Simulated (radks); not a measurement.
Excited configurations of the xenon ion Xe2+: one electron is placed in a higher orbital outside [Kr] 4d10 5s2 5p3. The ground configuration is [Kr] 4d10 5s2 5p4. Calculated with a radial shooting solver on a logarithmic mesh with Libxc functionals: Dirac Kohn-Sham, BLYP, spin-unpolarised, spherical densities, finite nucleus; open shells are shared between the two j in proportion to 2j + 1; Fermi nuclear charge, rms radius 4.7859 fm. Excitation = E - E(ground); binding = E(ion) - E, where the ion is the core of charge +3; n* = 3/sqrt(2 binding) in atomic units, and the quantum defect is n - n*. Eigenvalue and <r> are those of j = l + 1/2.

| outer orbital | excitation (eV) | binding (eV) | n* | <r> (bohr) |
|---|---|---|---|---|
| 4f | 20.841 | 10.768 | 3.372 | 3.064 |
| 5d | 15.181 | 16.428 | 2.730 | 3.057 |
| 5f | 24.606 | 7.004 | 4.181 | 6.656 |
| 6s | 15.743 | 15.866 | 2.778 | 4.042 |
| 6p | 19.003 | 12.607 | 3.117 | 4.783 |
| 6d | 23.139 | 8.471 | 3.802 | 6.525 |
| 6f | 26.740 | 4.869 | 5.015 | 10.78 |
| 7s | 22.894 | 8.715 | 3.748 | 7.292 |
| 7p | 24.190 | 7.419 | 4.063 | 8.286 |
| 7d | 26.131 | 5.478 | 4.728 | 10.58 |

The Delta-SCF ionisation energy is 31.610 eV (NIST Atomic Spectra Database: 31.05 eV, semi-empirical). Self-interaction in the functional shifts the binding energies and quantum defects, so they are the method's values and not measured ones. Spin polarisation and multiplet splitting are left out, so open shells lie too high by an amount that depends on their filling. Sharing an open shell by 2j + 1 raises it above the true ground level by a part of the spin-orbit splitting, which enters the differences from NIST.

Beside tabulated values, note that spin-unpolarised runs miss the spin-polarisation part of the exchange energy of open shells.
